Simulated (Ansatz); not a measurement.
Relaxation of CH5BClN (9 atoms, charge 0, multiplicity 1), to a largest force component of 0.02 eV/Å in at most 40 steps.

Computed with RKS PBE/STO-3G (Ansatz 0.2.0).

```xyz
9
Properties=species:S:1:pos:R:3:forces:R:3
B 0.000 0.000 0.000 0.22 -0.01 4.00
N 0.000 0.000 1.550 0.48 0.09 -5.13
H -0.877 -0.271 2.080 0.72 0.53 -0.01
H 0.877 0.271 2.080 -0.73 -0.57 0.13
Cl 1.611 0.000 -0.930 -1.01 0.19 0.93
C -1.386 0.000 -0.800 0.88 -0.17 0.14
H -1.946 -0.930 -0.571 -0.16 0.20 -0.15
H -1.990 0.880 -0.495 -0.08 -0.21 -0.12
H -1.184 0.051 -1.890 -0.32 -0.04 0.21
```

**Question.** Where does it end, and by what steps?

**Answer.** It converged. The force dipped under the threshold on the way, but the program's further checks kept it going. Limits of this set-up: minimal basis. After 28 steps the energy has fallen by 0.682 eV; H8 moved furthest, 0.78 Å.

```tsv
step	energy less start (eV)	largest force component (eV/Å)	accepted
0	0.0000	5.130	yes
1	-0.5880	1.283	yes
2	-0.6412	0.833	yes
3	-0.6528	0.252	yes
4	-0.6539	0.028	yes
5	-0.6540	0.010	yes
6	-0.6540	0.004	yes
7	-0.6541	0.024	yes
8	-0.6520	0.231	no
9	-0.6540	0.062	no
10	-0.6541	0.010	yes
11	-0.6548	0.100	yes
12	-0.6507	0.419	no
13	-0.6529	0.287	no
14	-0.6559	0.034	yes
15	-0.6578	0.107	yes
16	-0.6575	0.296	no
17	-0.6603	0.070	yes
18	-0.6631	0.066	yes
19	-0.6648	0.196	yes
20	-0.6624	0.512	no
21	-0.6706	0.083	yes
22	-0.6741	0.043	yes
23	-0.6768	0.183	yes
24	-0.6782	0.139	yes
25	-0.6801	0.111	yes
26	-0.6813	0.035	yes
27	-0.6816	0.030	yes
28	-0.6818	0.015	yes
```

```xyz
9
Properties=species:S:1:pos:R:3
B -0.032 -0.088 0.067
N 0.025 0.179 1.435
H -0.818 0.424 2.005
H 0.908 0.159 1.999
Cl 1.539 -0.488 -0.747
C -1.376 -0.051 -0.766
H -1.588 -1.038 -1.221
H -2.246 0.230 -0.145
H -1.307 0.672 -1.602
```

Whether the end is a true minimum wasn't checked by a vibrational analysis.

The run took 55 s on 1 thread of Arm Neoverse V1, with other jobs on the host, peak memory 0.14 GiB.
